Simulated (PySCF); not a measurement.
C7H6F (doublet state).
Structure used (GFN2-xTB), in Å, numbered top down from 1:
```
atom  x, y, z in Å
C1     2.7667    0.1072    1.4445
C2     1.8422    0.0754    0.6862
C3     0.6972    0.0253   -0.2164
C4    -0.2198    1.2086   -0.0245
C5    -1.4547    0.8418    0.2805
C6    -1.6167   -0.6482    0.3431
C7    -0.2275   -1.1111    0.0852
F8    -0.0050   -2.3274   -0.4607
H9     3.5833    0.1341    2.1024
H10    1.0919   -0.0299   -1.2444
H11    0.1485    2.2150   -0.1171
H12   -2.2818    1.5037    0.4702
H13   -2.3227   -1.0244   -0.4099
H14   -2.0021   -0.9706    1.3188
```

The species is `C1=C[C@@H](C#C)[C](F)C1` [radical].

Level of theory: UKS B3LYP, pcH-1 on C F H, non-relativistic, mean-field spin-orbit, GIAO (PySCF 2.14.0). Isolated species at its GFN2-xTB geometry, gas phase. Couplings are sensitive to structure, and on GFN2-xTB geometries they can be far from those on DFT ones. No stability test was run, so a lower SCF solution isn't excluded.

The Mulliken spin populations are largest on C7 (+0.90), C6 (-0.07) and F8 (+0.06). No atom but C7 exceeds +0.15. The angles at C7 add up to 352.4°, so it is slightly pyramidal.

(1) How do the β-proton couplings of this frozen conformer go with θ, the angle between the C–H bond and the normal to the plane of the spin centre's three neighbours, both seen down the bond from centre to carbon?

Results:

(1) 
| β H | on | centre | θ (°) | cos²θ | a (G) |
| --- | --- | --- | --- | --- | --- |
| H13 | C6 | C7 | 40 | 0.59 | +26.47 |
| H14 | C6 | C7 | 20 | 0.88 | +34.85 |
| H10 | C3 | C7 | 39 | 0.60 | +24.59 |

Couplings in gauss use g_iso = 2.0035.
